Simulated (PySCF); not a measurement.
Spinor energies of Ba (barium, neutral)

Start: [Xe] 6p2; 6p3/2 filled at m_j = +1/2, +3/2. Calculated with PySCF 2.14 in x2c-TZVPall-2c with one added diffuse shell each of s, p, d type (12s12p10d1f, 105 functions): generalised Hartree-Fock with the X2C-1e Hamiltonian and a Gaussian nucleus; spin-orbit coupling (SO) screened by Boettger's factors. This is a chosen level, not necessarily the ground level.

```
spinor shell  electrons  ε, screened SO (eV)  weight of nominal j (screened SO)  rms radius, screened SO (bohr)
       1s1/2          2             -37622.4                              1.000                          0.0292
       2s1/2          2              -6054.5                              1.000                           0.119
       2p1/2          2              -5690.2                              1.000                           0.102
       2p3/2          4              -5305.1                              1.000                           0.108
       3s1/2          2              -1325.1                              1.000                           0.311
       3p1/2          2              -1171.0                              1.000                           0.303
       3d3/2          4              -826.51                              1.000                           0.287
       3d5/2          6              -810.43                              1.000                           0.290
       4s1/2          2              -281.03                              1.000                           0.715
       4p1/2          2              -222.54                              1.000                           0.744
       4p3/2          4              -206.47                              1.000                           0.770
       4d3/2          4              -108.64                              1.000                           0.856
       4d5/2          6              -105.86                              1.000                           0.867
       5s1/2          2              -45.663                              1.000                            1.76
       5p1/2          2              -28.146                              0.999                            1.98
       5p3/2          4              -25.858                              1.000                            2.06
       6p3/2          2               -3.418                              0.774                            6.78
```

Task: Where does 3p3/2 lie, and what is the 3p spin-orbit splitting (screened SO)?

Result: At -1094.4 eV, 76.542 eV above 3p1/2.

| quantity | screened SO |
| --- | --- |
| E (hartree) | -8133.14003 |
| M_J | 2 |
| ⟨J²⟩ | 6.001 |
| ⟨L²⟩ | 2.098 |
| ⟨S²⟩ | 2.005 |

Rows whose weight is well below 1 are mixtures of j = l ± 1/2: exchange outweighs spin-orbit coupling there, and the label is only the starting occupation.

Breit and QED terms are absent; they matter most for the inner s and p1/2 levels.

Densities and radii are taken from the X2C orbitals without a picture-change correction, which distorts them close to the nucleus.
